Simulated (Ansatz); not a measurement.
B5As6H18⁺, a cluster cut from wurtzite BAs (hydrogen-capped), relaxed as a singlet with RKS r2SCAN-D4/def2-SVP in Ansatz, starting from the GFN2-xTB geometry. Force threshold 0.03 eV/Å.

Start:

Cartesian coordinates in Å:
```
As 1.6789 0.6095 -1.6566
B 1.4405 1.4411 0.2215
B -1.6621 1.8643 -1.2645
As -0.5923 1.9209 0.5055
As 1.9405 -0.1303 1.4678
B -1.3702 1.0410 2.2099
B 0.3522 -0.8998 -2.1130
As -1.5344 -0.0453 -2.0272
As 0.5770 -2.2779 -0.5884
B 0.6463 -1.7324 1.4049
As -1.1980 -1.0017 2.0061
H 1.7776 1.6097 -2.7667
H 3.0901 0.0969 -1.8187
H 2.1665 2.3691 0.3795
H -1.0803 2.5254 -2.0790
H -2.7929 2.1794 -1.0995
H -0.5365 3.3887 0.8477
H 3.3387 -0.6094 1.1584
H 2.2515 0.2712 2.8761
H -0.6410 1.2873 3.1298
H -2.4991 1.3561 2.3860
H 0.5820 -1.4093 -3.1630
H -2.1342 -0.1523 -3.3909
H -2.4480 -1.1005 -1.4381
H 1.8116 -3.0811 -0.8820
H -0.3703 -3.4282 -0.7805
H 1.0184 -2.6479 2.0669
H -2.2309 -1.7132 1.1561
H -1.5815 -1.7315 3.2519
```

Problem. Estimate the energy that the relaxation releases and the steps that it takes.

Solution. 0.20 eV, in 6 steps; 2.1 min on 4 threads of Arm Neoverse V2 on a shared host. No frequencies were taken in this run, so the end may be a saddle point.

Problem. Does the start keep its bonding and symmetry?

Solution. By distances, no bond broke or formed. The bond that changes most is B6–H21, from 1.19 to 1.21 Å (atoms count from 1). Point group Cs at the start, Cs at the end, both within 0.05 Å.

Problem. Predict the relaxed structure.

Solution. 
```xyz
29

As    1.6797    0.6190   -1.6852
B     1.4751    1.3987    0.2084
B    -1.6267    1.8325   -1.2501
As   -0.5358    1.9028    0.4964
As    1.9460   -0.1359    1.4963
B    -1.3395    1.0201    2.1757
B     0.3595   -0.9136   -2.0938
As   -1.5295   -0.0583   -2.0366
As    0.5870   -2.3147   -0.5983
B     0.6501   -1.7377    1.3802
As   -1.1911   -1.0179    2.0087
H     1.5277    1.6944   -2.7223
H     3.0884    0.1533   -1.9521
H     2.2273    2.3302    0.3665
H    -1.0672    2.5140   -2.0889
H    -2.7817    2.1197   -1.0318
H    -0.4630    3.3660    0.8372
H     3.3606   -0.6190    1.3017
H     1.9996    0.3571    2.9138
H    -0.6294    1.2756    3.1305
H    -2.5028    1.3315    2.2938
H     0.5863   -1.4397   -3.1577
H    -2.0350   -0.0841   -3.4517
H    -2.4645   -1.0672   -1.4163
H     1.8374   -3.1020   -0.8896
H    -0.4622   -3.3815   -0.7636
H     1.0216   -2.6744    2.0471
H    -2.2491   -1.6770    1.1585
H    -1.4689   -1.6920    3.3229
```
Bond lengths: 13 × As–B 2.05 to 2.09 Å; 11 × As–H 1.50 to 1.51 Å; 7 × B–H 1.21 to 1.22 Å.
